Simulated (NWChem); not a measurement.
Species: C4H3FO; SMILES Fc1ccco1

```xyz
9

F     -0.0288    -1.9726     0.0000
C      0.0879    -0.6724     0.0000
C      1.1739     0.1426     0.0000
C      0.6197     1.4665     0.0000
C     -0.7322     1.3221     0.0000
O     -1.0588     0.0001     0.0000
H      2.2169    -0.1608     0.0000
H      1.1685     2.4059     0.0000
H     -1.5661     2.0175     0.0000
```
Atoms are numbered in this order, from 1.

The geometry was optimised at PBE0/def2-SVP.

Q: Give the principal values of the shielding tensors (ppm) of F1, C2, C3, C4, C5 from PBE0/pcSseg-1, GIAO (NWChem), with their diamagnetic and paramagnetic parts as GIAO splits them.

A: 
| atom | σ11 | σ22 | σ33 | isotropic | diamagnetic | paramagnetic |
|---|---|---|---|---|---|---|
| F1 | 208.3 | 313.5 | 362.9 | 294.9 | 473.5 | -178.6 |
| C2 | -46.4 | 49.4 | 55.9 | 19.6 | 247.9 | -228.3 |
| C3 | 46.3 | 83.3 | 165.3 | 98.3 | 253.4 | -155.1 |
| C4 | -20.5 | 63.1 | 158.0 | 66.9 | 251.8 | -184.9 |
| C5 | -27.1 | 66.8 | 109.0 | 49.6 | 251.0 | -201.4 |
